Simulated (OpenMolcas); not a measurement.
## Co III: input and output

Input:

```
&GATEWAY
Coord
1

Co 0.0 0.0 0.0
Basis=ANO-R3
Group=XYZ
NoMove
AngMom=0.0 0.0 0.0
AMFI
&SEWARD
* reference wave functions (RASSCF and RASSI steps not shown): 7 electrons in 5 orbitals (3d)
>>> COPY JOB001 $Project.JobIph
&CASPT2
Multistate=10 1 2 3 4 5 6 7 8 9 10
Frozen=2 3
IPEA=0.25
Imaginary=0.1
MaxIter=60
WThr=0.0 0.3 0.05
PrWF=0.5
NoMix
>>> COPY JOB002 $Project.JobIph
&CASPT2
Multistate=40 1 2 3 4 5 6 7 8 9 10 11 12 13 14 15 16 17 18 19 20 21 22
23 24 25 26 27 28 29 30 31 32 33 34 35 36 37 38 39 40
Frozen=2 3
IPEA=0.25
Imaginary=0.1
MaxIter=60
WThr=0.0 0.3 0.05
PrWF=0.5
NoMix
```

Output, cut to the results:

```
--- CASPT2 ---
Orbital specifications:
      -----------------------

      Symmetry species                           1   2
                                                ag  au
      Frozen orbitals                            2   3
      Inactive orbitals                          1   3
      Active orbitals                            5   0
      Secondary orbitals                        43  41
      Deleted orbitals                           0   0
      Number of basis functions                 51  47
Type of calculation                        MS-CASPT2
      Fock operator                              state-specific
      IPEA shift                                 0.25
      Real shift                                 0.00
      Imaginary shift                            0.10
      The input orbitals will be transformed to quasi-canonical
Reference energy:       -1391.0744951963
      E2 (Non-variational):      -0.6573320925
      Shift correction:          -0.0001245648
      E2 (Variational):          -0.6574566574
      Total energy:           -1391.7319518537
      Residual norm:              0.0000001015
      Reference weight:           0.93467
      Contributions to the CASPT2 correlation energy
      Active & Virtual Only:         -0.2158881110
      One Inactive Excited:          -0.3158076898
      Two Inactive Excited:          -0.1256362917
Reference energy:       -1391.0744951963
      E2 (Non-variational):      -0.6555038728
      Shift correction:          -0.0001216795
      E2 (Variational):          -0.6556255523
      Total energy:           -1391.7301207486
      Residual norm:              0.0000001154
      Reference weight:           0.93532
      Contributions to the CASPT2 correlation energy
      Active & Virtual Only:         -0.2147622510
      One Inactive Excited:          -0.3152686432
      Two Inactive Excited:          -0.1254729786
::    CASPT2 Root  1     Total energy:  -1391.73195185
::    CASPT2 Root  2     Total energy:  -1391.73012075
::    CASPT2 Root  3     Total energy:  -1391.73227473
::    CASPT2 Root  4     Total energy:  -1391.73330637
::    CASPT2 Root  5     Total energy:  -1391.73103057
::    CASPT2 Root  6     Total energy:  -1391.73284732
::    CASPT2 Root  7     Total energy:  -1391.73369302
::    CASPT2 Root  8     Total energy:  -1391.66285029
::    CASPT2 Root  9     Total energy:  -1391.66285029
::    CASPT2 Root 10     Total energy:  -1391.66285028
::    MS-CASPT2 Root  1     Total energy:  -1391.73459638
::    MS-CASPT2 Root  2     Total energy:  -1391.73366985
::    MS-CASPT2 Root  3     Total energy:  -1391.73258761
::    MS-CASPT2 Root  4     Total energy:  -1391.73221387
::    MS-CASPT2 Root  5     Total energy:  -1391.73171485
::    MS-CASPT2 Root  6     Total energy:  -1391.73093435
::    MS-CASPT2 Root  7     Total energy:  -1391.72960834
::    MS-CASPT2 Root  8     Total energy:  -1391.66282731
::    MS-CASPT2 Root  9     Total energy:  -1391.66282207
::    MS-CASPT2 Root 10     Total energy:  -1391.66280082
--- CASPT2 ---
Orbital specifications:
      -----------------------

      Symmetry species                           1   2
                                                ag  au
      Frozen orbitals                            2   3
      Inactive orbitals                          1   3
      Active orbitals                            5   0
      Secondary orbitals                        43  41
      Deleted orbitals                           0   0
      Number of basis functions                 51  47
Type of calculation                        MS-CASPT2
      Fock operator                              state-specific
      IPEA shift                                 0.25
      Real shift                                 0.00
      Imaginary shift                            0.10
      The input orbitals will be transformed to quasi-canonical
Reference energy:       -1390.9882527174
      E2 (Non-variational):      -0.6711746688
      Shift correction:          -0.0001263842
      E2 (Variational):          -0.6713010530
      Total energy:           -1391.6595537704
      Residual norm:              0.0000005005
      Reference weight:           0.93249
      Contributions to the CASPT2 correlation energy
      Active & Virtual Only:         -0.2240634859
      One Inactive Excited:          -0.3196886926
      Two Inactive Excited:          -0.1274224903
Reference energy:       -1390.9882527174
      E2 (Non-variational):      -0.6712229725
      Shift correction:          -0.0001261600
      E2 (Variational):          -0.6713491325
      Total energy:           -1391.6596018499
      Residual norm:              0.0000004984
      Reference weight:           0.93249
      Contributions to the CASPT2 correlation energy
      Active & Virtual Only:         -0.2240003108
      One Inactive Excited:          -0.3198000517
      Two Inactive Excited:          -0.1274226101
::    CASPT2 Root  1     Total energy:  -1391.65955377
::    CASPT2 Root  2     Total energy:  -1391.65960185
::    CASPT2 Root  3     Total energy:  -1391.65953538
::    CASPT2 Root  4     Total energy:  -1391.65968498
::    CASPT2 Root  5     Total energy:  -1391.65954222
::    CASPT2 Root  6     Total energy:  -1391.65968248
::    CASPT2 Root  7     Total energy:  -1391.65952883
::    CASPT2 Root  8     Total energy:  -1391.65954833
::    CASPT2 Root  9     Total energy:  -1391.65956522
::    CASPT2 Root 10     Total energy:  -1391.63264195
::    CASPT2 Root 11     Total energy:  -1391.63377211
::    CASPT2 Root 12     Total energy:  -1391.63628952
::    CASPT2 Root 13     Total energy:  -1391.63472702
::    CASPT2 Root 14     Total energy:  -1391.63558130
::    CASPT2 Root 15     Total energy:  -1391.63384100
::    CASPT2 Root 16     Total energy:  -1391.63375844
::    CASPT2 Root 17     Total energy:  -1391.63834982
::    CASPT2 Root 18     Total energy:  -1391.63407023
::    CASPT2 Root 19     Total energy:  -1391.63378055
...
```

Levels above the lowest, from the spin-orbit matrix with the single-state CASPT2 energies, averaged by term, on its diagonal:

```
Configuration   Term     J  E (cm-1)  Measured (cm-1)      g  Term weight %    Second
          3d7     4F   9/2       0.0              0.0  1.334            100          
          3d7     4F   7/2       836              841  1.238            100          
          3d7     4F   5/2      1447             1451  1.029            100          
          3d7     4F   3/2      1865             1867  0.400            100          
          3d7     4P   5/2     15760            15202  1.600            100          
          3d7     4P   3/2     16050            15428  1.722             97      3 2P
          3d7     2G   9/2     16390            16978  1.108             98          
          3d7     4P   1/2     16440            15811  2.646             99          
          3d7     2G   7/2     17180            17766  0.889            100          
          3d7     2P   3/2     21470            20195  1.228             76  22 2D(1)
          3d7     2H  11/2     22120            22720  1.091            100          
          3d7     2P   1/2     22470                   0.691             99          
          3d7  2D(1)   5/2     22750            23059  1.201            100          
          3d7     2H   9/2     22830            23434  0.913             98          
          3d7  2D(1)   3/2     24160            24237  0.918             78     21 2P
          3d7     2F   5/2     36910            37021  0.857            100          
          3d7     2F   7/2     37270            37316  1.143            100          
          3d7  2D(2)   3/2     58190                   0.800            100          
          3d7  2D(2)   5/2     58590                   1.200            100
```

Against the 15 measured excited levels shown (Sugar and Corliss, J. Phys. Chem. Ref. Data 10, 1097 (1981)) the mean absolute deviation is 400 cm-1; the largest miss in energy is 3d7 2P 3/2: computed 21470, measured 20195 cm-1 (+6.3 %).

CASPT2 breaks the degeneracy within a term, and the mean is taken; among the terms shown or strongly mixed into the levels shown the widest spread is 970 cm-1 (3d7 2H). Some levels mix across a computed gap that differs much from the measured one, so their mixing is not that of the real levels. The CASPT2 spread within a term exceeds the gap to the next term for 3d7 2P and 3d7 2H, 3d7 2H and 3d7 2D(1), so the order of their levels is uncertain. Computed and measured levels are paired by configuration, term and J; levels that our copy of the source lacks, or whose pairing is in doubt (as where it misses far off the trend of its configuration), stay unpaired and out of the deviations. Levels of configurations outside the active space are missing.

The term weight is that of the spin-free term in the level, not the purity of its configuration. A number in round brackets counts repeated terms of one configuration in the order of the reference energies.
